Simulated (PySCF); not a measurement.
# Exercise with solution: chemical shift, span and skew from a shielding tensor

Si(H)(F)(Et)(OH) (C2H7FOSi), SMILES CC[SiH](F)O. Atoms are numbered in the order given.

```xyz
12

Si    -0.4438     0.3701     0.2407
O     -1.2018    -1.0251     0.7643
F     -1.4060     1.1618    -0.8315
C      1.1817     0.0194    -0.6305
C      2.1839    -0.7658     0.2285
H     -0.3107     1.2192     1.4627
H     -1.3038    -1.7223     0.0932
H      0.9509    -0.5272    -1.5725
H      1.6103     0.9931    -0.9555
H      2.4562    -0.2084     1.1487
H      3.1249    -0.9754    -0.3197
H      1.7606    -1.7378     0.5549
```
Charge 0, spin multiplicity 1.

Coordinates come from a PBE-D3(BJ)/def2-SVP optimisation. Other conformers were not sampled.

GIAO shieldings from PBE/pcSseg-1 run with PySCF, non-relativistic, no solvent. The symmetric part of the tensor of Si1 has the principal values 312.0, 321.2, 362.8 ppm. The same nucleus in TMS has σ = 335.4 ppm at this level (PySCF, at its B3LYP-D3(BJ)/def2-TZVP geometry).

Work out the isotropic shielding, the ²⁹Si shift against TMS, the span and the skew.


σ(iso) = (σ11 + σ22 + σ33)/3 = 332.0 ppm. δ = σ(ref) − σ(iso) = 335.4 − (332.0) = 3.4 ppm.
Span Ω = σ33 − σ11 = 50.8 ppm. Skew κ = 3(σ(iso) − σ22)/Ω = 0.64. Tumbling in solution averages the tensor to δ; in a static solid the shielding alone would spread this spin-1/2 line over Ω.
